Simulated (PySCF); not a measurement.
A species of formula C6H11N has this rotational fingerprint, computed with PBE0-D3(BJ)/def2-SVP geometry optimisation, gas phase (PySCF):

- Rotational constants: A = 4193, B = 2504, C = 1760 MHz
- Dipole components: |μa| = 1.94 D, |μb| = 1.33 D, |μc| = 0.57 D
- Inertial defect: -35.16 u·Å²
- κ: -0.39

Question: Which candidate fits, each taken in the one conformer that was computed?
A. `[CH3:1][CH2:2][CH:3]([C:4]#[N:5])[CH2:6][CH3:7]` with C1–C2–C3–C4 -59°, C2–C3–C6–C7 -176°
B. `[NH:1]=[C:2]1[CH2:3][CH2:4][CH2:5][CH2:6][CH2:7]1` with N1–C2–C3–C4 -128°, C2–C3–C4–C5 -53°, C3–C4–C5–C6 56°, C4–C5–C6–C7 -56°
C. `[CH3:1][CH2:2][C:3]([CH3:4])([CH3:5])[C:6]#[N:7]` with C1–C2–C3–C4 -177°
D. `[CH3:1][C:2]([CH3:3])=[N:4][CH:5]1[CH2:6][CH2:7]1` with C2–N4–C5–C6 147°

Answer: B. It is N=C1CCCCC1, an asymmetric top. The candidates at the same level (rigid rotor, commonest isotopes):

```tsv
SMILES	A (MHz)	B (MHz)	C (MHz)	μa (D)	μb (D)	μc (D)	Δ (u·Å²)	point group	rotor
CC(C)=NC1CC1	5855	1491	1332	0.77	1.55	0.01	-45.90	–	near-prolate asymmetric top
CCC(C#N)CC	3532	1874	1323	0.00	3.80	0.43	-30.58	Cs	asymmetric top
CCC(C)(C)C#N	2790	2426	1845	2.13	3.23	0.00	-115.54	C1	asymmetric top
N=C1CCCCC1	4193	2504	1760	1.94	1.33	0.57	-35.16	–	asymmetric top
```

`CCC(C)(C)C#N` has A 33 % too low; `CCC(C#N)CC` has B 25 % too low; `CC(C)=NC1CC1` has B 40 % too low. No structure here is proved a minimum.
